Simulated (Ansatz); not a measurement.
Reaction (ligand exchange at the In–Cl bond): `[NH2][In]([Cl])[O][SiH3]` + H₂S → `[NH2][In]([SH])[O][SiH3]` + HCl

Program: Ansatz. Geometries: PBE0-D4/def2-TZVP. ΔE: electronic, gas phase. CBS: MP2 limit from def2 TZ/QZ plus the TZ coupled-cluster correction, frozen cores. This one scheme is used for every species. DFT in def2-TZVPP. B3LYP here is the variant with VWN-RPA as its local correlation; programs differ in this. HSE06 is defined as in plane-wave codes. Elements past krypton have def2 core potentials. For In outer-core shells are correlated without core-valence functions, which leaves a few kJ/mol of doubt a bond. Each species was taken in one conformer, which may not be the lowest.

```
             level  ΔE (kJ/mol)  difference from CCSD(T)/CBS
            PBE-D4         20.1                         -3.0
         revPBE-D4         21.1                         -2.0
           BLYP-D4         24.3                          1.2
         r2SCAN-D4         24.3                          1.2
            B97M-V         27.1                          4.0
           PBE0-D4         22.5                         -0.6
          B3LYP-D4         25.7                          2.6
        r2SCANh-D4         24.5                          1.4
          HSE06-D4         22.5                         -0.6
          BHLYP-D4         29.3                          6.2
      CAM-B3LYP-D4         27.5                          4.4
           ωB97X-V         27.8                          4.7
           ωB97M-V         25.9                          2.8
            B2PLYP         26.4                          3.3
          PBE-QIDH         24.1                          1.0
               PBE         21.6                         -1.5
            revPBE         23.7                          0.6
              BLYP         27.0                          3.9
            r2SCAN         24.8                          1.7
              PBE0         23.8                          0.7
             B3LYP         27.9                          4.8
           r2SCANh         25.1                          2.0
             HSE06         23.8                          0.7
         CAM-B3LYP         28.9                          5.8
           LC-ωPBE         26.6                          3.5
       HF/def2-SVP         43.6                         20.5
      MP2/def2-SVP         30.3                          7.2
     CCSD/def2-SVP         31.8                          8.7
  CCSD(T)/def2-SVP         30.1                          7.0
     HF/def2-TZVPP         40.5                         17.4
    MP2/def2-TZVPP         21.1                         -2.0
SCS-MP2/def2-TZVPP         24.9                          1.8
   CCSD/def2-TZVPP         25.2                          2.1
CCSD(T)/def2-TZVPP         23.0                         -0.1
     HF/def2-QZVPP         41.1                         18.0
    MP2/def2-QZVPP         21.4                         -1.7
SCS-MP2/def2-QZVPP         25.3                          2.2
      HF/CBS(def2)         41.2                         18.1
     MP2/CBS(def2)         21.3                         -1.8
    CCSD/CBS(def2)         25.3                          2.2
       CCSD(T)/CBS         23.1                            0
```

Largest T1 diagnostic among the species: 0.015.

Leaving LDA and LC-ωPBE aside and taking each functional with its dispersion term where it has one, the values spread over 9.2 kJ/mol, from PBE-D4 to BHLYP-D4. LDA lies −6.1 kJ/mol from PBE without D4. At CCSD(T), def2-SVP lies +6.9 kJ/mol from the extrapolated value and def2-TZVPP −0.1 kJ/mol.
